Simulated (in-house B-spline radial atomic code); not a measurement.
A calculation on Tm3+: its settings, and results tabulated from the run. Level of theory: Dirac-Kohn-Sham BLYP, spherical fractional occupations, Fermi nucleus of rms radius 5.2256 fm; calculated with a B-spline radial code for spherical atoms.

Command:
```bash
python run_scf.py task.json out
```
Settings (nuclear radius in fm, mass in u):
```
Z                69
configuration    [Xe] 4f12
hamiltonian      dirac
method           b88,lyp
spin_polarised   False
nucleus          fermi
rms_radius       5.2256
atomic_mass      168.93422
speed_of_light   137.035999084
```

Output (hartree, bohr):
```
 radial grid: 72 intervals, B-splines of order 8, outer radius 39.1892 bohr

 iter        energy (Eh)    residual
    1      -13575.782845    5.78e-01
    2      -13571.405378    5.73e-01
    3      -13578.612197    2.48e-01
    4      -13579.448481    1.26e-01
    5      -13575.455906    3.64e-01
    6      -13579.913087    1.66e-02
    7      -13579.923003    4.87e-03
    8      -13579.923969    1.83e-04
    9      -13579.923970    7.19e-06
   10      -13579.923970    3.11e-07

 total energy                    -13579.92397
 kinetic                           15034.2850
 electron-nucleus                 -33577.9519
 Hartree                            5250.4603
 exchange-correlation               -286.7173

 first-order corrections (not in the total)
   Gaunt                            15.0715
   retardation                      -1.5934
   frequency dependence             -0.2296
   self-energy                      10.7500
   Uehling                          -1.8711
   Wichmann-Kroll                    0.0667
   recoil                            0.0278

 orbital      occ     eigenvalue          <r>       <r^2>       <1/r>     <1/r^3>       <r^4>       r_max    small
 1s1/2      2.000     -2177.1176    0.0200125 0.000548579     79.0694           - 8.08151e-07     0.01261  6.68e-02
 2s1/2      2.000      -368.1384    0.0843033  0.00845712     19.0538           - 0.000124347     0.07207  1.50e-02
 2p1/2      2.000      -351.0123    0.0700718  0.00608828     19.0305           - 7.58703e-05     0.05402  1.50e-02
 2p3/2      4.000      -314.9814    0.0774608  0.00730391     16.4212     12996.4 0.000104644     0.06034  1.38e-02
 3s1/2      2.000       -83.6974     0.220536   0.0557248     6.97801           -  0.00469571      0.2035  4.84e-03
 3p1/2      2.000       -76.1485      0.21028   0.0514821     6.89519           -  0.00420033      0.1912  4.78e-03
 3p3/2      4.000       -68.5419      0.22415   0.0582801     6.22694      6502.3  0.00533539      0.2043  4.42e-03
 3d3/2      4.000       -55.6391     0.197304   0.0457726     6.11401     480.394  0.00372723      0.1611  4.31e-03
 3d5/2      6.000       -53.9767     0.201599   0.0476532     5.95162     418.157  0.00401175      0.1647  4.20e-03
 4s1/2      2.000       -17.4717     0.497407    0.279601     2.92268           -    0.113859      0.4646  1.56e-03
 4p1/2      2.000       -14.4337     0.505645    0.291322     2.81385           -    0.127153      0.4663  1.48e-03
 4p3/2      4.000       -12.7110     0.537452    0.328864     2.58209     838.984    0.162103      0.4942  1.34e-03
 4d3/2      4.000        -7.7063     0.563678    0.369076     2.36178     93.5703    0.222325      0.4957  1.16e-03
 4d5/2      6.000        -7.3922     0.574907    0.383809     2.30488     79.9467    0.240608      0.5047  1.12e-03
 5s1/2      2.000        -3.0700      1.20798     1.64105     1.10672           -     3.98847       1.082  3.27e-04
 5p1/2      2.000        -2.2236      1.34565     2.05233    0.981222           -     6.47602       1.174  2.62e-04
 5p3/2      4.000        -1.9936      1.44486     2.36564    0.902242     84.6463     8.60883       1.258  2.28e-04
 4f5/2      5.143        -1.3313     0.742613    0.719803     1.76371     12.4475     1.41763      0.4897  7.08e-04
 4f7/2      6.857        -1.2845     0.755977    0.748434       1.737     11.8875     1.55031      0.4949  6.92e-04
```

Time taken, with all properties: 2.4 s on 1 thread of Arm Neoverse V1, with other jobs on the host.

For the Dirac Hamiltonian the kinetic term is c α·p + (β - 1)c².
